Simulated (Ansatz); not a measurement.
A structure relaxed at PBE0-D4/def2-TZVP, charge 0, multiplicity 1:

Cartesian coordinates in Å:
```
N -0.2734 -0.3255 -2.2747
Si -1.1794 -0.6378 -0.8529
O -0.6236 -2.0095 -0.1634
O -0.9612 0.6768 0.1109
Si 0.3426 1.1083 0.9957
N 1.5610 -0.1049 0.8948
O -0.0344 1.1831 2.5857
H -0.4091 0.5421 -2.7702
H -0.1106 -1.0826 -2.9202
H -2.6352 -0.8121 -1.0337
H 0.2415 -1.8678 0.2466
H 0.7875 2.4272 0.4914
H 2.2129 -0.0686 0.1250
H 2.0379 -0.3371 1.7537
H -0.9565 1.3084 2.8114
```

(1) Give its formula and SMILES.

(2) Point group (tolerance 0.08 Å, 0.16 Å for H)?

(3) Summarise the bond lengths by kind.

Answers

(1) H8N2O3Si2, `N[Si@H](O)O[Si@@H](N)O`.

(2) C1.

(3) 2 × N–Si 1.715 to 1.722 Å; 4 × H–N 1.008 to 1.009 Å; 4 × O–Si 1.633 to 1.645 Å; 2 × H–Si 1.477 to 1.480 Å; 2 × H–O 0.958 to 0.968 Å.

Computed with Ansatz.
